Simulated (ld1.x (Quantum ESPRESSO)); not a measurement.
# Reading a pseudo-wave (Fe (Z = 26))

Columns: radius, all-electron u(r) and pseudo u(r) of the 3d shell (level -15.91 eV) of iron in the configuration [Ar] 3d6 4s1 4p0; BLYP, scalar-relativistic, TM semilocal scheme, ld1.x (Quantum ESPRESSO) 7.5.

| r (bohr) | all-electron | pseudo |
| --- | --- | --- |
| 0.155 | 0.1774 | 0.0646 |
| 0.310 | 0.5434 | 0.3837 |
| 0.465 | 0.8020 | 0.7869 |
| 0.620 | 0.9141 | 0.9775 |
| 0.775 | 0.9221 | 0.9591 |
| 0.930 | 0.8744 | 0.8801 |
| 1.085 | 0.8027 | 0.8028 |
| 1.240 | 0.7239 | 0.7239 |
| 1.395 | 0.6462 | 0.6462 |
| 1.550 | 0.5734 | 0.5734 |
| 1.705 | 0.5067 | 0.5067 |
| 1.860 | 0.4466 | 0.4466 |
| 2.015 | 0.3929 | 0.3929 |
| 2.170 | 0.3450 | 0.3450 |
| 2.325 | 0.3026 | 0.3026 |
| 2.480 | 0.2651 | 0.2651 |
| 2.635 | 0.2320 | 0.2320 |
| 2.790 | 0.2029 | 0.2029 |
| 2.945 | 0.1772 | 0.1772 |
| 3.100 | 0.1546 | 0.1546 |
| 3.255 | 0.1348 | 0.1348 |
| 3.410 | 0.1174 | 0.1174 |
| 3.565 | 0.1022 | 0.1022 |
| 3.720 | 0.0889 | 0.0889 |
| 3.875 | 0.0773 | 0.0773 |
| 4.030 | 0.0671 | 0.0671 |

Problem. How many radial nodes do the two functions have?

Solution. The all-electron 3d function has n − l − 1 = 0; the pseudo-wave has 0.

Problem. At about which radius was the pseudo-wave matched?

Solution. 1.15 bohr, where the columns begin to agree (steps of 0.15 bohr).

Problem. Where does each function peak?

Solution. Outermost all-electron maximum near 0.78 bohr, pseudo maximum near 0.62 bohr (to the table’s step).

Problem. Is the pseudo-wave norm-conserving?

Solution. Yes: the TM semilocal scheme keeps the norm inside the radius equal to the all-electron one, which fixes the energy derivative of the logarithmic derivative at the level.
